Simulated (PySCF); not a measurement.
All values below come from PBE-D3(BJ)/def2-TZVP // PBE-D3(BJ)/def2-SVP run with PySCF 2.14.0. Gas-phase values, no solvent. One relaxed conformer stands for a flexible species; it need not be the lowest. 

Reference species: [Zn(OH)2] (neutral, multiplicity 1).

```yaml
charge on the central atom (Mulliken): 0.50 e
mean_distance_from_the_central_atom_to_its_bonded_neighbours: 1.780 Å
HOMO–LUMO gap: 4.71 eV
charge on the central atom (meta-Löwdin): 1.23 e
```

Changed species: [Zn(CH3)2] (2 of 2 OH replaced by CH3; the reference has 0 of 2 OH replaced by CH3).

**Question.** Give the shifts of the charge on the central atom (Mulliken), mean distance from the central atom to its bonded neighbours, HOMO–LUMO gap and charge on the central atom (meta-Löwdin).

**Answer.** the charge on the central atom (Mulliken) falls by 0.19 e, to 0.31 e; the mean distance from the central atom to its bonded neighbours rises by 0.167 Å, to 1.947 Å; the HOMO–LUMO gap goes up by 0.79 eV, to 5.50 eV; the charge on the central atom (meta-Löwdin) falls by 0.22 e, to 1.01 e.
